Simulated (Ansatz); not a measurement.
Cl4MoO, charge -1, doublet, at a GFN2-xTB geometry (such geometries of metal compounds can be far from the true shape) (the multiplicity is a formal guess) (all electrons, no relativity) (a gas-phase anion, which may not be bound at this level); B3LYP/3-21G (Ansatz, a first-principles code).

Here is a job for Ansatz.
Ansatz 0.2 input:
```yaml
crystal:
  periodic: [false, false, false]
  atoms:
    - {symbol: Mo, position_ang: [0.18481073, -0.20270312, 0.16350579]}
    - {symbol: O, position_ang: [1.13513898, -1.24503705, 1.00428040]}
    - {symbol: Cl, position_ang: [-1.22859589, -1.44997129, -1.24480088]}
    - {symbol: Cl, position_ang: [0.73320875, 1.99331915, 0.80652187]}
    - {symbol: Cl, position_ang: [1.28485643, 0.36301879, -1.83813904]}
    - {symbol: Cl, position_ang: [-1.78024356, 0.18032907, 1.39986003]}
basis:
  gaussian:
    orbitals: 3-21G.json
hamiltonian:
  xc: b3lyp
total_charge: -1
magnetization: {spin_polarized: true, initial_magnetization: 1}
```
The basis file holds 3-21G in the JSON format of the Basis Set Exchange.

Output, abridged:

```
Functional definition: B3LYP
1118 factors; integrals over basis functions are off by at most 1.4e-4 eV
mean field evaluation 1: about -159621.3010 eV, gradient 3.6e1 eV
mean field evaluation 2: about -159496.7347 eV, gradient 1.8e2 eV
mean field evaluation 4: about -159626.2282 eV, gradient 1.8e1 eV
mean field evaluation 8: about -159627.4991 eV, gradient 5.6e-1 eV
mean field evaluation 16: about -159627.5013 eV, gradient 8.4e-4 eV
mean field -159627.50128683 eV, -5866.2024728845 hartree, gradient 2.1e-5 eV, S^2 0.754903; 0 other end points of the search recorded, 0 dependent functions left out
reference -159627.50161096 eV, -5866.2024847962 hartree; 60, 59 occupied and 40, 41 virtual orbitals, 1118 factors
Total energy: -159627.50161096 eV, -5866.2024847962 hartree
```
